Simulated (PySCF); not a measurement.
Ta(OH)2 (H2O2Ta), SMILES [OH][Ta][OH] (connectivity only; charge and spin as stated), neutral, multiplicity 4.

Geometry: r2SCAN-D4/def2-TZVP. The spin state was assumed, not searched. The def2 effective core potentials stand for the cores of Ta; spin–orbit coupling is left out. One conformer was computed; it need not be the lowest.

Two levels are set side by side: PBE/def2-TZVPD (PySCF) and B3LYP/def2-TZVPD (PySCF). Same geometry, gas phase. Differences are taken from unrounded values.

```
quantity                     B3LYP
---------------------------  -----
α-spin orbital gap (eV)       4.22
β-spin orbital gap (eV)       6.69
mean polarisability (bohr³)   63.6
```

Task: What does PBE give, and how far is it from B3LYP? (The exact figures need the calculation; the answer reports its results.)

Result: 
```csv
quantity,PBE,PBE minus B3LYP
α-spin orbital gap (eV),2.26,-1.96
β-spin orbital gap (eV),5.08,-1.61
mean polarisability (bohr³),66.6,3.0
```

Loosely held outer electrons make PBE densities more polarisable. Differences between two approximate levels are no errors against the true value.

Rough cost on one machine, each run with all the roots and properties that it gave: B3LYP against PBE within a factor of 2.
